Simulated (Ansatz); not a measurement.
A structure relaxed at r2SCAN-D4/def2-SVP in Ansatz, charge 1, singlet:

```xyz
6

Al    1.569   -2.941   -0.440
Al   -0.017    0.031    0.004
Al   -1.127    2.114    0.317
O    -0.587    0.931    1.439
O     0.767   -1.438   -0.216
O    -0.605    1.304   -1.104
```

(1) Give its formula and point group.

(2) Summarise the bond lengths by kind (pairs closer than 1.2 times the sum of covalent radii, bridged metal pairs left out).

Results:

(1) Al₃O₃⁺. Point group C2v (tolerance 0.1 Å).

(2) 6 × Al–O 1.68 to 1.79 Å.

Another isomer (singlet) lies 0.68 eV lower at PBE0-D4/def2-TZVP; other spin states weren't run for this one.
